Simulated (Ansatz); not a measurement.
Reaction (ligand exchange at the Si–C bond): `FCC([SiH3])Cl` + `OB(O)Cl` → `OB(Cl)O[SiH3]` + `FCCCl`

Program: Ansatz. Geometries: PBE0-D4/def2-TZVP. ΔE: electronic, gas phase. CBS: MP2 limit from def2 TZ/QZ plus the TZ coupled-cluster correction, frozen cores. This one scheme is used for every species. One conformer a species, not always the lowest.

```
        species  SCS-MP2/def2-QZVPP energy (Eh)
`FCC([SiH3])Cl`                      -928.20490
      `OB(O)Cl`                      -636.16635
`OB(Cl)O[SiH3]`                      -926.45939
        `FCCCl`                      -637.95297
```

Task: Work out ΔE.

Result: ΔE = (-926.45939) + (-637.95297) − (-928.20490) − (-636.16635) = -0.04111 Eh = -107.9 kJ/mol. CCSD(T)/CBS gives -101.2 kJ/mol.

Largest T1 diagnostic among the species: 0.012.

From PBE to PBE0 (25 % exact exchange), in def2-TZVPP and without D4, ΔE moves by −6.1 kJ/mol. In def2-TZVPP, CCSD(T) changes the Hartree–Fock value by +28.2 kJ/mol (the triples alone add +4.1 kJ/mol) and MP2 by +27.7 kJ/mol.
